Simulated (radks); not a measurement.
The numbers below are computed, except where a source is named.
Effect of the nuclear size on the mercury ion Hg+, [Xe] 4f14 5d10 6s1. Level of theory: Dirac Kohn-Sham, BLYP, spin-unpolarised, spherical densities, finite nucleus; Fermi nuclear charge, rms radius 5.4648 fm (a radial shooting solver on a logarithmic mesh with Libxc functionals). The rms radius is varied about that value; shifts are against it.

rms radius (fm)  total energy shift (eV)  density at nucleus (e/bohr^3)  1s1/2 shift (meV)  2s1/2 shift (meV)  4p1/2 shift (meV)  5s1/2 shift (meV)  6s1/2 shift (meV)  6p1/2 (empty) shift (meV)
4.8309                             -23.5                      2.446e+06              -9410              -1400              -1.76              -16.2              -1.57                      0.115
5.0385                             -16.0                      2.404e+06              -6400               -955              -1.20              -11.0              -1.07                      0.078
5.4648                                 0                      2.325e+06              0.000              0.000              0.000              0.000              0.000                      0.000
5.9238                              18.1                      2.249e+06               7230               1080               1.37               12.5               1.21                     -0.088
6.2353                              30.8                      2.202e+06              12300               1840               2.33               21.3               2.06                     -0.151

Slopes of the eigenvalues against <r^2> in GHz/fm^2, as finite differences over the two radii next to the reference (eigenvalue slopes, not the field-shift constants of lines): 1s1/2 340000, 2s1/2 50700, 4p1/2 63.9, 5s1/2 586, 6s1/2 56.7, 6p1/2 (empty) -4.15.
